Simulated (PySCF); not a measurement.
B(CCH)(H)(Me), C3H5B, SMILES C#CBC, CAM-B3LYP/def2-SVP optimised geometry.

```
9

B      0.32     0.67     0.00
C     -0.38    -0.68    -0.03
C     -0.94    -1.75    -0.05
H     -1.44    -2.71    -0.07
H      1.53     0.67     0.00
C     -0.44     2.03     0.00
H     -0.22     2.54    -0.96
H     -0.03     2.71     0.77
H     -1.53     1.96     0.11
```

Density from CAM-B3LYP/def2-TZVP run with PySCF 2.14.0 at that geometry.

Minimum of the electron density along straight lines between bonded atoms, close to the bond critical point (lines longer than 1.1 times the sum of covalent radii, or with two minima, are not listed):

```json
[
 {"bond": "B1–C2", "length / Å": "1.521", "ρ at the minimum / e bohr⁻³": "0.187", "∇²ρ there / e bohr⁻⁵": "[?]", "position (fraction from the first atom)": "0.33"},
 {"bond": "C2–C3", "length / Å": "1.215", "ρ at the minimum / e bohr⁻³": "[?]", "∇²ρ there / e bohr⁻⁵": "[?]", "position (fraction from the first atom)": "0.48"},
 {"bond": "C3–H4", "length / Å": "1.075", "ρ at the minimum / e bohr⁻³": "0.285", "∇²ρ there / e bohr⁻⁵": "-1.06", "position (fraction from the first atom)": "0.67"},
 {"bond": "B1–H5", "length / Å": "1.209", "ρ at the minimum / e bohr⁻³": "0.184", "∇²ρ there / e bohr⁻⁵": "-0.44", "position (fraction from the first atom)": "0.44"},
 {"bond": "B1–C6", "length / Å": "1.561", "ρ at the minimum / e bohr⁻³": "0.194", "∇²ρ there / e bohr⁻⁵": "-0.37", "position (fraction from the first atom)": "0.34"},
 {"bond": "C6–H7", "length / Å": "1.106", "ρ at the minimum / e bohr⁻³": "0.261", "∇²ρ there / e bohr⁻⁵": "-0.84", "position (fraction from the first atom)": "0.64"},
 {"bond": "C6–H8", "length / Å": "1.103", "ρ at the minimum / e bohr⁻³": "0.265", "∇²ρ there / e bohr⁻⁵": "-0.87", "position (fraction from the first atom)": "0.64"},
 {"bond": "C6–H9", "length / Å": "1.098", "ρ at the minimum / e bohr⁻³": "0.272", "∇²ρ there / e bohr⁻⁵": "-0.92", "position (fraction from the first atom)": "0.64"}
]
```

### Question
What belongs in the gaps?

### Answer

- B1–C2, ∇²ρ there / e bohr⁻⁵: -0.03
- C2–C3, ρ at the minimum / e bohr⁻³: 0.417
- C2–C3, ∇²ρ there / e bohr⁻⁵: -1.25
